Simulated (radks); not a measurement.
The numbers below are computed, except where a source is named.
Coulomb parameter of the 3d shell of the copper ion Cu2+ in the model configuration [Ar] 3d7.5 4p1.5, as a second difference U = [E(n + 1) + E(n - 1) - 2 E(n)] / (1)^2 with all orbitals relaxed. "Bare": the charge of the atom changes with n. "Screened": the 4p shell takes up the change at fixed total charge, which measures U(3d,3d) + U(4p,4p) - 2 U(3d,4p). Level of theory: scalar-relativistic Kohn-Sham, PBEsol, spin-unpolarised, spherical densities, finite nucleus; Fermi nuclear charge, rms radius 3.8823 fm (a radial shooting solver on a logarithmic mesh with Libxc functionals).

| case | configuration | E - E(n) (eV) |
|---|---|---|
| start | [Ar] 3d7.5 4p1.5 | 0.000 |
| bare +1 | [Ar] 3d8.5 4p1.5 | -33.130 |
| bare -1 | [Ar] 3d6.5 4p1.5 | 52.686 |
| screened +1 | [Ar] 3d8.5 4p0.5 | -20.178 |
| screened -1 | [Ar] 3d6.5 4p2.5 | 26.809 |

U(bare) = 19.557 eV, U(screened by 4p) = 6.632 eV, against the Slater integral F0(3d,3d) = 29.902 eV with frozen orbitals.
